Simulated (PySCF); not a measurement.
Structure with atom numbers: `[CH3:1][O:2][SiH2:3][SiH2:4][C:5]#[N:6]` (H(Xn): hydrogen on atom n).

Geometry: PBE0-D3(BJ)/def2-SVP; GIAO shifts from PySCF 2.14, gas phase, non-relativistic, averaged over equivalent atoms.

At PBE/pcSseg-1 (151 basis functions):
```json
{"atoms": "C5", "δ (ppm)": "115.2"}
{"atoms": "C1", "δ (ppm)": "58.6"}
{"atoms": "O2", "δ (ppm)": "3.7"}
{"atoms": "Si3", "δ (ppm)": "-18.3"}
{"atoms": "Si4", "δ (ppm)": "-108.8"}
{"atoms": "N6", "δ (ppm)": "377.2"}
{"atoms": "H(Si3)", "δ (ppm)": "5.42"}
{"atoms": "H(Si4)", "δ (ppm)": "4.22"}
{"atoms": "H(C1)", "δ (ppm)": "3.70"}
```

Referencing at the same level of theory: TMS for $^{13}$C (180.03 ppm), $^{29}$Si (334.61 ppm), $^{1}$H (31.20 ppm); $^{17}$O (334.63 ppm) against H2O; $^{15}$N (265.06 ppm) vs NH3.

Task: Predict the values at PBE0/IGLO-III on the same geometry.

Result: 
```csv
atoms,δ at PBE0/IGLO-III,change
C5,124.4,+9.2
C1,57.0,-1.6
O2,-7.9,-11.6
Si3,-22.2,-3.9
Si4,-102.9,+5.9
N6,371.1,-6.1
H(Si3),5.45,+0.03
H(Si4),4.33,+0.11
H(C1),3.56,-0.14
```

Scale: TMS for $^{13}$C (σ = 183.78 ppm), $^{29}$Si (σ = 345.34 ppm), $^{1}$H (σ = 31.37 ppm); $^{17}$O (σ = 327.19 ppm) against H2O; $^{15}$N (σ = 260.55 ppm) against NH3 (reference shieldings calculated alike).

The largest change is at O2 (oxygen bonded to C, Si). Cost: 298 basis functions, 45 s wall time on 1 thread of an Arm Neoverse V1, shared host.

Experimental scales use liquid or dissolved standards, which lie at an offset from isolated NH3 (liquid NH3: subtract about 20 ppm) and H2O (liquid H2O: subtract about 36 ppm). Unscaled 15N shifts of sp2 nitrogen often come out too high even then, by a few to some tens of ppm.
